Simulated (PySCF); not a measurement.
C2H9AlGeO, SMILES [O]([GeH3])[Al]([CH3])[CH3] (PBE0/def2-SVP optimised geometry):

```
14

Ge    -1.534     2.235    -0.001
O     -0.711     0.686     0.000
Al     0.081    -0.822     0.000
C     -1.027    -2.432    -0.001
C      2.036    -0.822     0.000
H     -0.482     3.361    -0.074
H     -2.355     2.361     1.299
H     -2.465     2.302    -1.228
H     -0.436    -3.361     0.031
H     -1.715    -2.441     0.862
H     -1.663    -2.472    -0.902
H      2.430    -0.315     0.898
H      2.432    -0.265    -0.866
H      2.465    -1.836    -0.027
```

Level of theory: PBE0/def2-TZVP run with PySCF.

Question: What are the frontier orbital energies and the dipole moment?

Answer: HOMO-2 -8.50 eV, HOMO-1 -8.39 eV, HOMO -7.41 eV, LUMO -0.03 eV, LUMO+1 -0.02 eV; dipole moment 0.16 D.

On the same geometry PySCF with PBE/def2-TZVP gives HOMO-2 -7.05 eV, HOMO-1 -6.95 eV, HOMO -6.11 eV, LUMO -0.83 eV, LUMO+1 -0.83 eV; dipole moment 0.21 D.

Meta-Löwdin charges at PBE0/def2-TZVP: Ge1 0.64, O2 -0.83, Al3 1.01, C4 -0.68, C5 -0.68, H6 -0.08, H7 -0.08, H8 -0.08, H9 0.13, H10 0.13, H11 0.13, H12 0.13, H13 0.13, H14 0.13.
